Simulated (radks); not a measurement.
The numbers below are computed, except where a source is named.
Problem. Isoelectronic series with 7 electrons, each ion in its NIST ground configuration. Code: a radial shooting solver on a logarithmic mesh with Libxc functionals. Model: scalar-relativistic Kohn-Sham, PBE, spin-polarised, spherical densities, point nucleus; open shells are filled with parallel spins first (spin-orbit coupling, left out, can overturn this in heavy ions). Total energies (hartree) and mean radii <r> (bohr):

| ion | configuration | E (hartree) | 2p up | 2s down | 2s up |
|---|---|---|---|---|---|
| N | [He] 2s2 2p3 | -54.56779 | 1.435 | 1.364 | 1.304 |
| Ne3+ | [He] 2s2 2p3 | -124.35897 | 0.7440 | 0.8089 | 0.7886 |
| Al6+ | [He] 2s2 2p3 | -223.64564 | 0.5101 | 0.5740 | 0.5640 |
| S9+ | [He] 2s2 2p3 | -352.53202 | 0.3890 | 0.4447 | 0.4387 |
| K12+ | [He] 2s2 2p3 | -511.19221 | 0.3145 | 0.3627 | 0.3588 |
| Ti15+ | [He] 2s2 2p3 | -699.84963 | 0.2639 | 0.3060 | 0.3032 |
| Mn18+ | [He] 2s2 2p3 | -918.77448 | 0.2273 | 0.2644 | 0.2623 |
| Ni21+ | [He] 2s2 2p3 | -1168.28448 | 0.1995 | 0.2326 | 0.2310 |
| Ga24+ | [He] 2s2 2p3 | -1448.74669 | 0.1777 | 0.2074 | 0.2061 |
| Se27+ | [He] 2s2 2p3 | -1760.58006 | 0.1601 | 0.1869 | 0.1859 |
| Rb30+ | [He] 2s2 2p3 | -2104.25851 | 0.1456 | 0.1700 | 0.1691 |
| Zr33+ | [He] 2s2 2p3 | -2480.31470 | 0.1335 | 0.1557 | 0.1550 |
| Tc36+ | [He] 2s2 2p3 | -2889.34436 | 0.1231 | 0.1435 | 0.1429 |
| Pd39+ | [He] 2s2 2p3 | -3332.01141 | 0.1142 | 0.1329 | 0.1324 |
| In42+ | [He] 2s2 2p3 | -3809.05391 | 0.1064 | 0.1236 | 0.1232 |
| Cs48+ | [He] 2s2 2p3 | -4869.6314 | 0.09353 | 0.1082 | 0.1078 |
| Ce51+ | [He] 2s2 2p3 | -5455.0822 | 0.08812 | 0.1016 | 0.1013 |

Estimate the row of Te45+ ([He] 2s2 2p3).

Solution. E (hartree) -4321.29107; 2p up 0.09959; 2s down 0.1155; 2s up 0.1151.
